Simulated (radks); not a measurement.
Task: The rhodium ion Rh2+, configuration [Kr] 4d5 5s2 (not the ground configuration). All-electron calculation, scalar-relativistic Kohn-Sham, LDA (Slater exchange, Perdew-Wang correlation), spin-polarised, spherical densities, finite nucleus; open shells are filled with parallel spins first (spin-orbit coupling, left out, can overturn this in heavy ions); Fermi nuclear charge, rms radius 4.4945 fm. Program: a radial shooting solver on a logarithmic mesh with Libxc functionals. Some entries of the table are withheld. Estimate them.

orbital,occ.,eigenvalue (hartree),<r^2> (bohr^2),<r> (bohr)
1s up,1,-846.6775,0.001441,0.03266
1s down,1,-846.6768,0.001441,0.03266
2s up,1,-123.8011,0.02379,0.1421
2s down,1,-123.7678,0.02379,0.1421
2p up,3,-111.1488,0.01871,0.1238
2p down,3,-111.1226,0.01871,0.1238
3s up,1,-23.06030,0.1754,0.3914
3s down,1,-23.03667,0.1752,0.3913
3p up,3,-18.90304,0.1778,0.3910
3p down,3,-18.87735,0.1775,0.3908
3d up,5,-12.23805,0.1642,0.3706
3d down,5,-12.20393,0.1639,0.3703
4s up,1,-4.20264,1.062,0.9688
4s down,1,-4.06211,1.058,0.9664
4p up,3,-3.00646,1.276,1.057
4p down,3,-2.86212,1.277,1.057
4d up,5,-1.27879,2.127,1.344
4d down,0,-1.14190,2.241,1.373
5s up,1,-0.87832,6.801,2.462
5s down,1,-0.82489,7.313,2.553
5p up,0,-0.62127,9.495,(1)
5p down,0,-0.58803,10.27,(2)
6s up,0,(3),31.89,(4)
6s down,0,(5),33.48,(6)
4f up,0,-0.17941,30.94,5.112
4f down,0,-0.17140,36.19,5.576

Result: 
(1) 5p up <r> (bohr): 2.904
(2) 5p down <r> (bohr): 3.023
(3) 6s up eigenvalue (hartree): -0.30776
(4) 6s up <r> (bohr): 5.343
(5) 6s down eigenvalue (hartree): -0.29813
(6) 6s down <r> (bohr): 5.470
